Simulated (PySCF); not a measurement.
Gas-phase reaction: SnBr4 + H2 ⇌ SnBr2 + 2 HBr

Method: PySCF energies plus ideal-gas RRHO corrections (1 bar). † marks an energy on the PBE0/def2-TZVP geometry and frequencies. CCSD(T) freezes the core. All species are closed-shell singlets. Sn: scalar-relativistic def2 core potential, no spin-orbit coupling. Br: all electrons, no relativistic terms. CCSD(T) isn't extrapolated to the basis-set limit.

BLYP/def2-TZVP† gives ΔH°(298 K) = 70 kJ.

Question: What do CCSD(T)/def2-SVP†, M06-2X/def2-TZVP†, PBE0/def2-QZVP† give?

Answer: CCSD(T)/def2-SVP†: 116 kJ; M06-2X/def2-TZVP†: 159 kJ; PBE0/def2-QZVP†: 119 kJ. For scale, ΔH°(298 K) is 70 kJ at this level, 133 kJ at ωB97M-V/def2-TZVP†, and runs from -11 to 159 kJ over the 17 levels computed.
